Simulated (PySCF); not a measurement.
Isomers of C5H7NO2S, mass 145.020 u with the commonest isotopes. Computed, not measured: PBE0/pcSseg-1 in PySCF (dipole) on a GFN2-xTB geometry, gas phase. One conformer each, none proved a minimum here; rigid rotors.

**Question.** Order these by rotational constant A, largest first.
A. `[NH2:1][C:2](=[O:3])[C:4]1=[CH:5][S@@:6](=[O:7])[CH2:8][CH2:9]1` with H–N1–C2–O3 2° and 174°, N1–C2–C4–C5 -36°, C4–C5–S6–O7 -91°, C5–S6–C8–C9 -24°, S6–C8–C9–C4 26°, C2–C4–C9–C8 163°
B. `[CH2:1]=[N:2][C:3]1=[CH:4][CH2:5][S:6](=[O:7])(=[O:8])[CH2:9]1` with C1–N2–C3–C4 -49°, C3–C4–C5–S6 22°, C4–C5–S6–O7 -143°, C5–S6–C9–C3 29°, N2–C3–C9–S6 148°
C. `CN(C)C1=COC(=O)S1`

**Answer.** B (3583 MHz), C (3333 MHz), A (3148 MHz).

**Question.** Order these by radius of gyration √(Σ m r²/M), smallest first.
A. `CN(C)c1coc(=O)s1`
B. `[NH2:1][C:2](=[O:3])[C:4]1=[CH:5][S@@:6](=[O:7])[CH2:8][CH2:9]1` with H–N1–C2–O3 2° and 174°, N1–C2–C4–C5 -36°, C4–C5–S6–O7 -91°, C5–S6–C8–C9 -24°, S6–C8–C9–C4 26°, C2–C4–C9–C8 163°
C. `[CH2:1]=[N:2][C:3]1=[CH:4][CH2:5][S:6](=[O:7])(=[O:8])[CH2:9]1` with C1–N2–C3–C4 -49°, C3–C4–C5–S6 22°, C4–C5–S6–O7 -143°, C5–S6–C9–C3 29°, N2–C3–C9–S6 148°

**Answer.** C (2.095 Å), A (2.145 Å), B (2.204 Å).

**Question.** Order these by rotational constant B, largest first.
A. `[NH2:1][C:2](=[O:3])[C:4]1=[CH:5][S@@:6](=[O:7])[CH2:8][CH2:9]1` with H–N1–C2–O3 2° and 174°, N1–C2–C4–C5 -36°, C4–C5–S6–O7 -91°, C5–S6–C8–C9 -24°, S6–C8–C9–C4 26°, C2–C4–C9–C8 163°
B. `CN(C)C1=COC(=O)S1`
C. `[CH2:1]=[N:2][C:3]1=[CH:4][CH2:5][S:6](=[O:7])(=[O:8])[CH2:9]1` with C1–N2–C3–C4 -49°, C3–C4–C5–S6 22°, C4–C5–S6–O7 -143°, C5–S6–C9–C3 29°, N2–C3–C9–S6 148°

**Answer.** B (970.9 MHz), C (918.8 MHz), A (880.9 MHz).

```tsv
SMILES	point group	Ia (u·Å²)	Ib (u·Å²)	Ic (u·Å²)	κ	μa (D)	μb (D)	μc (D)
CN(C)c1coc(=O)s1	C1	151.62	520.54	662.28	-0.84	6.15	0.46	0.31
C=NC1=CCS(=O)(=O)C1	C1	141.04	550.04	581.86	-0.96	5.02	2.42	1.90
NC(=O)C1=C[S@@](=O)CC1	C1	160.54	573.71	674.05	-0.89	1.21	0.90	1.02
```
